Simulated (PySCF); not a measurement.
MgO, SMILES [O]=[Mg]. Heavy atoms are numbered as in [Mg:1]=[O:2].

Geometry: r2SCAN-D4/def2-TZVPD.

Computed with PBE/def2-TZVPD (PySCF).

Mulliken values depend strongly on the basis, most of all with diffuse functions as here. Atomic charges (e), one atom of each kind:

```csv
atom,IAO,Mulliken
Mg1,…,0.71
O2,…,-0.71
```

**Question.** Some entries are withheld; supply them. (Estimate from the structure and the level; the computed values follow.)

**Answer.** 
- Mg1, IAO: 1.32
- O2, IAO: -1.32
